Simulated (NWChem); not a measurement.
System: SnNH5O; SMILES [NH2][SnH2][OH]

Input file for NWChem:

```
start job
memory heap 200 mb stack 900 mb global 1100 mb
geometry units angstroms noautoz
  Sn    -0.275726     0.029714     0.001499
  N      0.862748    -1.645932    -0.030831
  O      0.970815     1.588305    -0.082475
  H     -1.130008     0.072571     1.486878
  H     -1.270171     0.025662    -1.393954
  H      1.407089    -1.742128    -0.886013
  H      1.511417    -1.703060     0.752052
  H      0.520398     2.436290    -0.000175
end
basis spherical
  Sn library def2-svp
  N library def2-svp
  O library def2-svp
  H library def2-svp
end
ecp
  Sn library def2-ecp
end
dft
  xc m06-l
  grid xcoarse
  iterations 150
  mulliken
end
task dft gradient
```

Output (shortened):

```
             Northwest Computational Chemistry Package (NWChem) 7.3.0
             --------------------------------------------------------

 C1  symmetry detected

                             Geometry "geometry" -> ""
                             -------------------------

 Output coordinates in angstroms (scale by  1.889725989 to convert to a.u.)

  No.       Tag          Charge          X              Y              Z
 ---- ---------------- ---------- -------------- -------------- --------------
    1 Sn                  50.0000    -0.29116403     0.00407944    -0.00054136
    2 N                    7.0000     0.85040883    -1.66976578     0.00283342
    3 O                    8.0000     0.95530922     1.56497628    -0.00578529
    4 H                    1.0000    -1.21651875     0.02852731     1.44206259
    5 H                    1.0000    -1.21678588     0.01525962    -1.44252803
    6 H                    1.0000     1.43572953    -1.75529788    -0.82600974
    7 H                    1.0000     1.46046134    -1.73533123     0.81553138
    8 H                    1.0000     0.49997957     2.41142047     0.06446040

 Effective nuclear repulsion energy (a.u.)     290.1388599477

                                 NWChem DFT Module
                                 -----------------

 Summary of "ao basis" -> "ao basis" (spherical)
 ------------------------------------------------------------------------------
       Tag                 Description            Shells   Functions and Types
 ---------------- ------------------------------  ------  ---------------------
 Sn                         def2-svp                10       26   4s4p2d
 N                          def2-svp                 6       14   3s2p1d
 O                          def2-svp                 6       14   3s2p1d
 H                          def2-svp                 3        5   2s1p

            General Information
            -------------------
          SCF calculation type: DFT
          Wavefunction type:  closed shell.
          No. of atoms     :     8
          No. of electrons :    42
           Alpha electrons :    21
            Beta electrons :    21
          Charge           :     0
          Spin multiplicity:     1
          Use of symmetry is: off; symmetry adaption is: off
          Maximum number of iterations: 150
          AO basis - number of functions:    79
                     number of shells:    37
          Convergence on energy requested:  1.00D-06
          Convergence on density requested:  1.00D-05
          Convergence on gradient requested:  5.00D-04

              XC Information
              --------------
                        M06-L Method XC Functional
                         M06-L Exchange Functional  1.000
                       M06-L Correlation Potential  1.000

             Grid Information
             ----------------
          Grid used for XC integration:  xcoarse
          Radial quadrature: Mura-Knowles
          Angular quadrature: Lebedev.
          Tag              B.-S. Rad. Rad. Pts. Rad. Cut. Ang. Pts.
          ---              ---------- --------- --------- ---------
          Sn                  1.45       84           8.0       194
          N                   0.65       21          10.0       194
          O                   0.60       21           9.0       194
          H                   0.35       21          11.0       194
          Grid pruning is: on
          Number of quadrature shells:   231
          Spatial weights used:  Erf1

      Superposition of Atomic Density Guess
      -------------------------------------

 Sum of atomic energies:        -380.52747351

      Non-variational initial energy
      ------------------------------

 Total energy =    -345.437620
 1-e energy   =    -843.679999
 2-e energy   =     353.171690
 HOMO         =      -0.359334
 LUMO         =       0.010178

     ---------------------------------------------
      Total Density - Mulliken Population Analysis
     ---------------------------------------------

    Atom       Charge   Shell Charges
 -----------   ------   -------------------------------------------------------
    1 Sn  22    20.77   1.60  0.42  0.88  0.28  3.26  2.74  0.99  0.47  9.76  0.37
    2 N    7     7.87   1.99  1.05  0.50  2.54  1.79  0.01
    3 O    8     8.95   1.99  1.11  0.69  3.11  2.06  0.00
    4 H    1     1.10   0.64  0.45  0.01
    5 H    1     1.10   0.64  0.45  0.01
    6 H    1     0.77   0.60  0.12  0.04
    7 H    1     0.77   0.60  0.12  0.04
    8 H    1     0.66   0.53  0.07  0.06

[...]

                         DFT ENERGY GRADIENTS

    atom               coordinates                        gradient
                 x          y          z           x          y          z
   1 Sn     -0.550220   0.007709  -0.001023   -0.002481  -0.014096  -0.000316
   2 N       1.607040  -3.155400   0.005354   -0.003482   0.012771  -0.000344
   3 O       1.805273   2.957376  -0.010933    0.000117   0.003215   0.000502
   4 H      -2.298887   0.053909   2.725103    0.005132  -0.000227  -0.007990
   5 H      -2.299392   0.028836  -2.725983    0.005317  -0.000087   0.008317
   6 H       2.713135  -3.317032  -1.560932   -0.002826   0.000320   0.001009
   7 H       2.759872  -3.279301   1.541131   -0.002604   0.000262  -0.000659
   8 H       0.944824   4.556924   0.121813    0.000828  -0.002157  -0.000518
```

Level: M06-L/def2-SVP with def2 effective core potentials on Sn. All runs use the structure optimised with PBE0/def2-SVP. def2 effective core potentials on Sn; no spin-orbit coupling.
